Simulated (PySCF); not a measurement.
# UHF on Cr⁺ (chromium, charge +1)

Configuration: [Ar] 3d4 4p1, one real determinant (an excited configuration). Calculation: PySCF 2.14, in aug-cc-pwCVTZ-DK with one added diffuse shell each of s, p, d, f, g type (11s10p8d5f4g, 152 functions); the spin-free X2C one-electron Hamiltonian (Gaussian nucleus).

```
Total energy                                                  : -1049.255322 hartree
One-electron energy                                           : -1435.3513 hartree
Hartree (Coulomb) energy                                      : 433.9250 hartree
Exchange energy                                               : -47.8290 hartree
⟨S²⟩                                                          : 8.7516
⟨L²⟩                                                          : 8.017
Sum of ⟨r⟩                                                    : 18.35 bohr
Sum of ⟨r²⟩                                                   : 32.18 bohr²
Traceless quadrupole moment −½Σ⟨3z² − r²⟩ along its main axis : -5.82 e·bohr²
Langevin diamagnetic susceptibility                           : -25.5 ×10⁻⁶ cm³/mol
```

| shell | electrons | mean orbital energy (eV) | spread (eV) | rms radius, mean of both spins (bohr) |
| --- | --- | --- | --- | --- |
| 1s β | 1 | -6056.3 | 0 | 0.0734 |
| 1s α | 1 | -6056.3 | 0 | 0.0734 |
| 2s α | 1 | -739.04 | 0 | 0.316 |
| 2s β | 1 | -736.55 | 0 | 0.316 |
| 2p α | 3 | -620.35 | 0.088 | 0.287 |
| 2p β | 3 | -617.85 | 0.683 | 0.287 |
| 3s α | 1 | -109.79 | 0 | 0.965 |
| 3s β | 1 | -101.38 | 0 | 0.965 |
| 3p α | 3 | -75.696 | 1.284 | 1.04 |
| 3p β | 3 | -65.397 | 1.691 | 1.04 |
| 3d α | 4 | -24.522 | 1.141 | 1.36 |
| 4p α | 1 | -10.166 | 0 | 3.97 |

⟨L²⟩ = 8.02 against 12 for a pure F term, so this real determinant mixes terms.

Densities and radii are taken from the X2C orbitals without a picture-change correction, which distorts them close to the nucleus.

Spin-orbit constants ζ (cm⁻¹) from the X2C one-electron operator on these orbitals: bare nucleus, nucleus screened by l(l+1)(2l+1)/3 electrons, and screened by the Breit-Pauli mean field of the electrons.

```json
{"shell": "2p", "bare": "49390", "screened nucleus": "45270", "mean field": "n/a"}
{"shell": "3p", "bare": "5708", "screened nucleus": "5232", "mean field": "n/a"}
{"shell": "3d", "bare": "475.7", "screened nucleus": "277.5", "mean field": "n/a"}
{"shell": "4p", "bare": "277.2", "screened nucleus": "254.1", "mean field": "n/a"}
```

To first order the Landé constant is A = 53.94 cm⁻¹, so the lowest level has J = 1/2 and lies 0.0669 eV below the centre of the term. This holds in LS coupling only.
